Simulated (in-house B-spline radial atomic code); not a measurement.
Bi. Computed with a B-spline radial atomic code. Model: non-relativistic spherical atom: semilocal Troullier-Martins pseudo-atom, one channel per l, against all electrons, high spin, G0W0 and RPA with empty states to l = 8, local potential for every l without a channel, a model core (radius 0 = none) keeps its share of the functional.

The core holds an angular momentum without a channel of its own, so the local potential lets valence electrons into it.

Without relativity these are model numbers for so heavy an element.

What the tables leave out is listed at the end.

The pseudopotential gives back the lowest level of each angular momentum of its own functional in the configuration it was made in; a second state of the same l is only approximately right. Exact exchange, RPA and GW see the smooth pseudo-orbitals and miss the exchange with the core, for which the functional's share stands in. The column with an uncorrelated core keeps all orbitals and exact exchange, and so separates missing core correlation from pseudisation. Only the three outermost levels and the lowest empty one were computed. RPA here is direct RPA, with no exchange kernel, and its energies carry an (l + 1/2)⁻⁴ tail. A hybrid on a potential with a model core restores only its own semilocal share of the core's exchange.

Command:
```bash
python run_psgw.py task.json out
```
Settings (lengths in bohr, energies in hartree):
```
Z                      83
electrons              83
configuration          [Xe] 4f14 5d10 6s2 6p3
generated_in           [Xe] 4f14 5d10 6s2 6p3
functional             pbe,pbe
core_shells            13
radius_factor          1.3
core_correction        False
```

Cost of the run: 36 s on 1 thread of AMD EPYC 7R43 64-Core Processor (Zen 3) (shared host).

Given: made with PBE; model core radius 0 bohr; local radius 2.84 bohr; mean-field start PBE.

Valence shells of the generating configuration: 6s, 6p.

Channel: s 2.762, p 3.282 (radii in bohr).

Computed: largest level miss in the spin-unpolarised generating configuration 0 eV; valence RPA correlation energy all-electron orbitals -0.15718 hartree; all-electron RPA polarisability, core included 46.293 bohr³; pseudo-atom RPA polarisability 48.309 bohr³.

```
          level  occupied  mean-field all-electron (eV)  mean-field pseudo minus all (eV)  G0W0 all-electron (eV)  G0W0 uncorrelated core minus all (eV)  G0W0 pseudo minus all (eV)  exchange self-energy all-electron (eV)  exchange self-energy pseudo (eV)
          6p up         1                       -5.3391                            -0.004                 -8.5982                                  0.254                       0.095                                 -14.166                           -11.745
        6s down         1                       -10.234                             0.232                  -13.48                                  0.765                       0.441                                 -14.568                           -9.9978
6p down (empty)         0                       -3.5686                              0.19                 -1.4204                                  0.301                       -0.08                                 -4.3024                           -1.8917
```

Q: What is the valence RPA correlation energy pseudo?

A: -0.20158 hartree.

Given: mean-field start PBE0.

Computed: valence RPA correlation energy all-electron orbitals -0.14161 hartree; all-electron RPA polarisability, core included 39.225 bohr³; pseudo-atom RPA polarisability 41.182 bohr³.

| level | occupied | mean-field all-electron (eV) | mean-field pseudo minus all (eV) | G0W0 all-electron (eV) | G0W0 uncorrelated core minus all (eV) | G0W0 pseudo minus all (eV) | exchange self-energy all-electron (eV) | exchange self-energy pseudo (eV) |
| --- | --- | --- | --- | --- | --- | --- | --- | --- |
| 6p up | 1 | -6.3458 | 0.051 | -8.8507 | 0.266 | 0.105 | -14.214 | -11.784 |
| 6s down | 1 | -11.005 | 0.137 | -13.66 | 0.824 | 0.429 | -14.381 | -9.9961 |
| 6p down (empty) | 0 | -2.7085 | 0.13 | -1.1708 | 0.292 | -0.05 | -3.9672 | -1.8064 |

Q: What is the valence RPA correlation energy pseudo?

A: -0.17847 hartree.

Given: mean-field start Hartree-Fock.

Computed: valence RPA correlation energy pseudo -0.13435 hartree; all-electron RPA polarisability, core included 29.844 bohr³; pseudo-atom RPA polarisability 30.427 bohr³.

| level | occupied | mean-field all-electron (eV) | mean-field pseudo minus all (eV) | G0W0 all-electron (eV) | G0W0 uncorrelated core minus all (eV) | G0W0 pseudo minus all (eV) | exchange self-energy all-electron (eV) | exchange self-energy pseudo (eV) |
| --- | --- | --- | --- | --- | --- | --- | --- | --- |
| 6p up | 1 | -8.7455 | 0.092 | -9.2223 | 0.252 | 0.218 | -13.997 | -11.778 |
| 6s down | 1 | -12.125 | -0.046 | -13.804 | 0.807 | 0.543 | -13.774 | -9.9001 |
| 6s up | 1 | -17.897 | -0.135 | -16.581 | 0.364 | 0.46 | -19.251 | -15.723 |

Q: What is the valence RPA correlation energy all-electron orbitals?

A: -0.10984 hartree.

Among the listed levels the largest G0W0 shift of the pseudo-atom is +0.54 eV, for 6s down on the Hartree-Fock start, while leaving the core uncorrelated moves that level by +0.81 eV. The rest, -0.26 eV, comes from pseudisation and the lost core exchange. Not in the tables (levels of low weight, unsolved or above zero; the highest and the empty levels are kept at any weight): on PBE the G0W0 levels 6s up (pseudo minus all +1.20 eV, weights 0.08 and 0.07); on PBE0 the G0W0 levels 6s up (pseudo minus all -5.77 eV, weights 0.01 and 0.12).
